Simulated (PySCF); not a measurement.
## Electronic structure of Pd⁺ (palladium, charge +1) at the UHF level

Configuration: [Kr] 4d9, 2D determinant. Computed with PySCF 2.14 in aug-cc-pwCVDZ-PP with ECP28MDF (6s6p5d3f, 70 functions), with a scalar-relativistic core potential.

```json
{
 "Total energy": "-126.377306 hartree",
 "One-electron energy": "-220.2507 hartree",
 "Hartree (Coulomb) energy": "105.6985 hartree",
 "Exchange energy": "-11.8251 hartree",
 "⟨S²⟩": "0.7562",
 "⟨L²⟩": "6.041",
 "Sum of ⟨r⟩": "21.41 bohr",
 "Sum of ⟨r²⟩": "32.45 bohr²",
 "Traceless quadrupole moment −½Σ⟨3z² − r²⟩ along its main axis": "-0.690 e·bohr²"
}
```

```json
{"shell": "4s α", "electrons": "1", "mean orbital energy (eV)": "-117.80", "spread (eV)": "0", "rms radius, mean of both spins (bohr)": "1.02"}
{"shell": "4s β", "electrons": "1", "mean orbital energy (eV)": "-115.80", "spread (eV)": "0", "rms radius, mean of both spins (bohr)": "1.02"}
{"shell": "4p α", "electrons": "3", "mean orbital energy (eV)": "-78.783", "spread (eV)": "1.703", "rms radius, mean of both spins (bohr)": "1.13"}
{"shell": "4p β", "electrons": "3", "mean orbital energy (eV)": "-76.316", "spread (eV)": "1.156", "rms radius, mean of both spins (bohr)": "1.13"}
{"shell": "4d α", "electrons": "5", "mean orbital energy (eV)": "-21.108", "spread (eV)": "2.025", "rms radius, mean of both spins (bohr)": "1.59"}
{"shell": "4d β", "electrons": "4", "mean orbital energy (eV)": "-20.010", "spread (eV)": "1.531", "rms radius, mean of both spins (bohr)": "1.59"}
```

Energies and moments cover only the electrons outside the core potential.
